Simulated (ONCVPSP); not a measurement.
Pseudopotential generation for osmium: ONCV, LDA (Perdew-Wang 92), scalar-relativistic.

- Element: osmium
- Generator: ONCVPSP 4.0.1
- Type: optimised norm-conserving Vanderbilt (ONCV)
- Functional: LDA (Perdew-Wang 92)
- Relativity: scalar-relativistic
- Frozen core: [Kr] 4d10 4f14
- Valence charge: 16
- Reference configuration: 5s2 5p6 5d6 6s2
- Partial waves: 5s+6s: rc 1.40 bohr, ncon 3, nbas 7, qcut 9.2 1/bohr, 2 projectors; 5p: rc 1.30 bohr, ncon 4, nbas 9, qcut 6.7 1/bohr, 2 projectors, debl 0.5 Ha; 5d: rc 2.55 bohr, ncon 3, nbas 8, qcut 6.4 1/bohr, 1 projector; f scattering state at 0.44 Ha: rc 2.40 bohr, ncon 4, nbas 7, qcut 5.3 1/bohr, 1 projector
- Local potential: polynomial inside 1.20 bohr (lpopt 5, dvloc0 3 Ha)
- Core correction: Teter function, fcfact 1.75, rcfact 1.45

In the p channel the program set the typed energies aside and used -1.876, 0.250 Ha.

All-electron outer shells of the reference configuration (LDA (PZ), scalar-relativistic, ld1.x):

| shell | level (eV) | outermost node (bohr) | outermost maximum (bohr) |
| --- | --- | --- | --- |
| 5s | -91.84 | 0.51 | 0.91 |
| 4f | -52.30 | – | 0.40 |
| 5p | -51.05 | 0.55 | 1.03 |
| 5d | -6.46 | 0.60 | 1.36 |
| 6s | -6.39 | 1.20 | 2.48 |

Does the generator finish with these settings?

Yes, a potential is produced and its reference levels are reproduced.

Estimate the cutoffs (Ha) at which the residual kinetic energy of the hardest occupied pseudo-wave falls to 1 and 0.1 mHa per electron.

61 Ha and 156 Ha.

Does the potential have ghost states?

No bound ghost flagged; GHOST(+) flagged for s at 316.9 eV.

Which valence shell sets the plane-wave cutoff?

5p: 61 Ha for 1 mHa per electron, against 30 Ha for 5s.

Tests: 5s2 5p6 5d6 6s1; 5s2 5p6 5d6 6s0; 5s2 5p6 5d5 6s0; 5s2 5p6 5d6 6s1 6p1. Which has the largest error in its energy relative to the reference configuration, and how large is it?

5s2 5p6 5d5 6s0, with -24 meV (all-electron minus pseudo) on +56.29 eV.
